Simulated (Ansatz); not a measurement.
The same molecule with X = O, S, Se. Ansatz, PBE0-D4/def2-TZVP geometries, multiplicity 1.

Scalar relativity is left out up to krypton.

```
X           molecule  mean X–Ge bond length / Å  mean X–Si bond length / Å  HOMO–LUMO gap (PBE/def2-TZVPP) / eV  LUMO energy (PBE0/def2-TZVPP) / eV  HOMO energy (B3LYP/def2-TZVPP) / eV
O  `[SiH3][O][GeH3]`                      1.776                      1.633                                 5.89                               -0.25                                -8.25
S  `[SiH3][S][GeH3]`                      2.227                      2.131                                 5.06                               -0.25                                -7.13
```

(1) Give the row for X = Se, `[SiH3][Se][GeH3]`. (An estimate is asked.)

Answers

(1) Ansatz gave: 
| X | molecule | mean X–Ge bond length / Å | mean X–Si bond length / Å | HOMO–LUMO gap (PBE/def2-TZVPP) / eV | LUMO energy (PBE0/def2-TZVPP) / eV | HOMO energy (B3LYP/def2-TZVPP) / eV |
| --- | --- | --- | --- | --- | --- | --- |
| Se | `[SiH3][Se][GeH3]` | 2.358 | 2.273 | 4.59 | -0.43 | -6.75 |

From O to Se the mean X–Ge bond length rises at each step, by 0.582 Å in all; the mean X–Si bond length rises at each step, by 0.640 Å in all; the HOMO–LUMO gap (PBE/def2-TZVPP) falls at each step, by 1.30 eV in all; the LUMO energy (PBE0/def2-TZVPP) isn't monotonic: highest at O, lowest at Se; the HOMO energy (B3LYP/def2-TZVPP) rises at each step, by 1.50 eV in all. Bonds lengthen as the atom grows down the group.

B3LYP here is the variant with VWN-RPA as its local correlation; programs differ in this.

Spin–orbit coupling is left out; it splits and shifts lone-pair levels of the heavy atoms by tenths of an eV.
